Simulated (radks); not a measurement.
The phosphorus anion P3-, [Ar], held by a Watson sphere: a shell of charge +3 at radius R that stands for the Madelung well of a crystal (potential energy -3/R inside, -3/r outside, in hartree with lengths in bohr). Calculated with a radial shooting solver on a logarithmic mesh with Libxc functionals: scalar-relativistic Kohn-Sham, LDA (Slater exchange, Perdew-Wang correlation), spin-polarised, spherical densities, point nucleus. Response by self-consistent Sternheimer equations with the Hartree and adiabatic LDA kernel, the relativistic mass of each level held fixed and spin-orbit coupling left out. The sphere does not respond.

R (bohr)  e(2p) (eV)  e(3s) (eV)  e(3p) (eV)  <r> 3p (bohr)  sum of <r^2> (bohr^2)  X-ray form factor at sin(theta)/lambda = 0.2 1/angstrom  alpha (bohr^3)
2.02         -121.08     -16.651      -8.175          2.249                  46.42                                                   10.860           29.02
2.22         -120.85     -15.913      -7.758          2.331                  49.52                                                   10.695           33.30
2.51         -120.76     -14.925      -7.139          2.450                  54.18                                                   10.503           40.96
3            -120.76     -13.514      -6.133          2.647                  62.36                                                   10.295           58.64
3.17         -120.75     -13.099      -5.808          2.714                  65.27                                                   10.252           66.47
3.52         -120.69     -12.357      -5.191          2.850                  71.42                                                   10.199           85.99
4.48         -120.42     -10.958      -3.861          3.209                  89.56                                                   10.192           171.0
